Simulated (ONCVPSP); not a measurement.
**What one change does to a pseudopotential (Ce, ONCV)**

```
Element                 : cerium
Generator               : ONCVPSP 4.0.1
Type                    : optimised norm-conserving Vanderbilt (ONCV)
Functional              : PBEsol
Relativity              : scalar-relativistic
Frozen core             : [Kr] 4d10 4f1
Valence charge          : 11
Reference configuration : 5s2 5p6 5d2 6s1
Partial waves           : 5s+6s: rc 2.70 bohr, ncon 4, nbas 8, qcut 5.5 1/bohr, 2 projectors; 5p: rc 2.50 bohr, ncon 4, nbas 8, qcut 5.8 1/bohr, 2 projectors, debl 2.8 Ha; 5d: rc 4.00 bohr, ncon 4, nbas 9, qcut 3.7 1/bohr, 2 projectors, debl 0.7 Ha
Local potential         : polynomial inside 1.75 bohr (lpopt 5, dvloc0 0 Ha)
Core correction         : Teter function fitted to the true core (icmod 2), fcfact 0.2
```

All-electron outer shells of the reference configuration (PBEsol, scalar-relativistic, ld1.x):

| shell | level (eV) | outermost node (bohr) | outermost maximum (bohr) |
| --- | --- | --- | --- |
| 5s | -39.03 | 0.75 | 1.37 |
| 5p | -21.75 | 0.81 | 1.55 |
| 4f | -3.83 | – | 0.71 |
| 6s | -3.22 | 1.83 | 3.82 |
| 5d | -2.13 | 0.92 | 2.23 |

Change: core correction Teter function fitted to the true core (icmod 2), fcfact 1.04.

Cutoffs: the cutoffs (Ha) at which the residual kinetic energy of the hardest occupied pseudo-wave falls to 1 and 0.1 mHa per electron; they do not see the model core or the augmentation charge, which bear on the density cutoff. Errors are all-electron minus pseudo energies relative to the spin-unpolarised reference configuration.

**Question.** Predict the effect on cutoff, ghosts and configuration errors.

**Answer.** The potential gets neither clearly harder nor softer (8.8 Ha and 12 Ha → 8.8 Ha and 12 Ha); the errors of the 4 common tests hardly move; neither file shows a bound ghost. A model core, the more so a compact one, raises the density cutoff, which this test does not measure.

```csv
quantity,base,changed
"cutoff, loose",8.8 Ha,8.8 Ha
"cutoff, tight",12 Ha,12 Ha
bound ghosts,none,none
GHOST(+) flags under 300 eV,s at 62.7 eV,s at 62.7 eV
"error for 5s2 5p6 5d1 6s2, meV [ΔE -0.91 eV]",+12,+11
"error for 5s2 5p6 5d1 6s1, meV [ΔE 5.20 eV]",+8.3,+8.0
"error for 5s2 5p6 5d1 6s0, meV [ΔE 16.23 eV]",+3.8,+3.6
"error for 5s2 5p6 5d2 6s0, meV [ΔE 5.35 eV]",-0.5,-0.6
s: phases at 2.74 bohr within 0.05 rad from the reference energy up to (Ha; the scan ends near 5),2.2,2.2
p: phases at 2.54 bohr within 0.05 rad from the reference energy up to (Ha; the scan ends near 5),4.8,4.8
d: phases at 4.07 bohr within 0.05 rad from the reference energy up to (Ha; the scan ends near 5),1.9,1.9
"rms error of d²Exc/dni dnj with the model core, mHa",0.57,0.89
```
